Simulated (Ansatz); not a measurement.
Species: C3H8Si, SMILES `C=[SiH]CC` (C–Si–C–C torsion 1°) (charge 0, multiplicity 1).

Question: Give a relaxed geometry from PBE0-D3(BJ)/def2-TZVP (Ansatz, a quantum-chemistry and plane-wave program).

Answer: Several could match; the one computed here: the end point of this relaxation, one of several conformers (outside a Z-matrix the atoms follow the SMILES, hydrogens last).
Z-matrix (Å, degrees):
```
C
H 1 1.0961
H 1 1.0962 2 105.33
C 1 1.5246 2 110.83 3 119.88
H 4 1.0920 1 111.28 2 -178.55
H 4 1.0920 5 107.34 1 121.96
H 4 1.0924 5 107.78 6 115.89
Si 1 1.8669 2 107.87 3 -114.98
C 8 1.6994 1 124.54 2 -124.59
H 9 1.0838 8 121.73 1 -179.98
H 9 1.0839 10 115.47 8 179.99
H 8 1.4830 9 120.85 10 -0.04
```
